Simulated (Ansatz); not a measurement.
```xyz
12

O    -1.1968   -1.5545    1.1123
Si   -0.6690   -1.3494   -0.4373
C    -0.3971    0.4451   -0.8395
Sn    1.0445    1.3774    0.4523
H    -0.6043   -1.2853    1.8165
H     0.6157   -2.0746   -0.6636
H    -1.7302   -1.9530   -1.2803
H    -0.0327    0.5551   -1.8651
H    -1.3331    1.0025   -0.7526
H     1.0556    0.5586    1.9604
H     2.6036    1.2653   -0.2315
H     0.6437    3.0129    0.7283
```

Charge 0, multiplicity 1. Sn takes the def2 core potential.

Problem. List the PBE/def2-TZVPP orbital energies in eV (Ansatz). (Estimate.)

Solution. Ansatz gave: Occupied: -1779.83, -510.22, -268.97, -137.50, -133.14, -94.26, -94.21, -94.21, -89.07, -89.06, -89.05, -25.55, -25.55, -25.54, -25.43, -25.43, -24.96, -17.22, -13.72, -12.64, -11.27, -10.38, -9.28, -8.80, -8.08, -7.90, -7.86, -7.17, -6.99. Lowest empty: -0.80, -0.67, -0.09, 0.09, 0.19, 0.99, 1.21, 1.33.
